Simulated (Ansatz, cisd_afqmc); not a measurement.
System: AgI, charge 0, singlet. AgI (SMILES [Ag][I]).
B3LYP-D3(BJ)/def2-TZVP minimum from Ansatz (a first-principles code):
```
Ag
I 1 2.5929
```
Charge 0, spin multiplicity 1.

Total energies in def2-SVP, 18 correlated electrons, 13 frozen orbitals. Open shells are spin-unrestricted; no spin-orbit coupling. Correlated methods leave the cores frozen (noble-gas shells, and filled d and f shells in the p block). Past Kr the def2 sets carry scalar-relativistic core potentials. AFQMC is phaseless with a CISD trial state; ± is one standard error, without the phaseless bias. Outlying blocks are dropped, and bars are widened where a walk drifts. Over all cases where full CI ran beside it in this data, AFQMC minus full CI had a median of +0.1 mEh and passed +0.4 mEh in a tenth of the cases. Spin-orbit terms, left out, reach several kcal/mol for Br and I, and more for heavier atoms.

```csv
method,program,energy (Eh),minus CCSDT(Q) (mEh)
HF,Ansatz,-442.79814,342.88
MP2,Ansatz,-443.13171,9.31
CCSD,Ansatz,-443.13255,8.47
CCSD(T),Ansatz,-443.14078,0.24
CCSDT(Q),Ansatz,-443.14102,0.00
AFQMC/CISD,cisd_afqmc,-443.1408 ± 0.0003,0.3 ± 0.3
```

Rough core times of Ansatz's runs on a shared machine: CCSD(T) under 20 s, CCSDT(Q) 30 s.
